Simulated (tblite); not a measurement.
C3H7FOSi.
Z-matrix (Å and degrees, GFN2-xTB geometry), rows numbered from 1:
```
F 
C   1  1.3645
C   2  1.4979  1  118.19
C   2  1.4971  1  118.14  3   -69.40
O   4  1.3725  2  119.00  3   107.93
Si  5  1.6279  4  129.69  2    93.33
H   2  1.0822  1  110.79  3   145.60
H   3  1.0783  2  117.21  4  -108.10
H   3  1.0784  2  117.92  4   107.60
H   4  1.0856  2  116.67  3  -108.04
H   6  1.4649  5  110.58  4    60.51
H   6  1.4646  5  111.41  4   -60.06
H   6  1.4521  5   98.25  4  -179.92
```

Calculated harmonic vibrations of the isolated species, GFN2-xTB (tblite), most abundant isotopes, no scaling. The method is semi-empirical: single wavenumbers can be off by several per cent or more. Modes of hydrogen on silicon can be 10 to 20 % off. One conformer, not necessarily the lowest.

Harmonic wavenumbers (cm⁻¹): 33.5, 112.1, 128.5, 296.9, 317.6, 389.2, 444.3, 602.0, 631.9, 741.0, 743.0, 799.6, 833.9, 836.1, 921.7, 956.8, 989.0, 1035.8, 1057.6, 1076.1, 1128.7, 1194.7, 1235.2, 1272.3, 1369.6, 1444.2, 2229.2, 2260.1, 2362.2, 3005.3, 3058.7, 3100.7, 3124.5.

A = 6728, B = 1464, C = 1284 MHz; mass 106.025 u (most abundant isotopes); point group C1, symmetry number 1.

Task: What is the zero-point energy?

Result: Half the sum of the wavenumbers: 19866 cm⁻¹ = 56.80 kcal/mol.

Task: What is S at 298.15 K and 1 bar for an ideal gas of classical rigid rotors and harmonic oscillators?

Result: Translation 39.92, rotation 27.63, vibration 19.08: S = 86.6 cal/(mol K).

Task: And Cp and H(298.15 K) − H(0)?

Result: Cp = 28.59 cal/(mol K), of which vibrations give 20.65 (their classical limit is 33 R = 65.6); H(298.15 K) − H(0) = 5.31 kcal/mol without the zero-point energy, 2.94 from vibrations.

Task: What must be added to the electronic energy to get the Gibbs energy at 298.15 K and 1 bar?

Result: ZPE + [H(298.15 K) − H(0)] − T·S = 56.80 + 5.31 − 25.83 = 36.28 kcal/mol.

Task: Which modes carry the vibrational entropy at 298.15 K?

Result: 33.5 cm⁻¹: 5.61; 112.1 cm⁻¹: 3.23; 128.5 cm⁻¹: 2.97; 296.9 cm⁻¹: 1.43; 317.6 cm⁻¹: 1.32; 389.2 cm⁻¹: 1.00 cal/(mol K); the other 27 give 3.51 together.

Hindered rotation and anharmonicity are outside this model. Other conformers, if any are populated, would add a mixing term that is left out. The structure is chiral; the term R ln 2 for an equal mix with its mirror image is left out.
